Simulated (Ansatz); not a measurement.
The same path of FH + H4Sn (7 atoms, charge 0, multiplicity 1) was run twice with different band settings. Lost on the way: Sn1–H2, F6–H7. Made: Sn1–F6, H2–H7.

Level of theory: RKS PBE-D4/def2-SVP (Ansatz 0.2.0).

Relaxed end points:

```xyz
7
Properties=species:S:1:pos:R:3
Sn 0.187 0.000 -0.119
H 0.074 0.000 1.622
H 1.874 0.000 -0.491
H -0.555 1.424 -0.730
H -0.555 -1.424 -0.730
F -2.510 0.000 1.488
H -1.657 0.000 1.888
```

```xyz
7
Properties=species:S:1:pos:R:3
Sn -0.278 0.000 -0.771
H -0.479 0.000 3.498
H 1.261 0.000 0.007
H -0.605 1.443 -1.656
H -0.605 -1.443 -1.656
F -1.600 0.000 0.694
H -0.836 0.000 2.814
```

Common settings: movable images 5; climbing image yes; spring 5.0 eV/Å²; start path through a guess of the saddle point; force threshold 0.05 eV/Å; iteration limit 60; end points relaxed.

| run | optimiser |
| --- | --- |
| 1 | quadratic models (default) |
| 2 | fire |

Q: What does each run give, and how far can it be trusted?

A: Run 1: converged after 8 iterations, highest image 0.938 eV above the first end. A vibrational analysis at the climbing image gives 2 clearly imaginary modes (970i, 153i cm⁻¹): a point of higher order, so a lower path passes nearby.
Run 2: converged after 37 iterations, highest image 0.938 eV above the first end. Another band between the same ends (5 images) ends at a top of the same energy, where a vibrational analysis finds 2 clearly imaginary modes.
The orbitals stay closed-shell, which can raise the energy where a bond breaks towards radicals; this wasn't checked here.
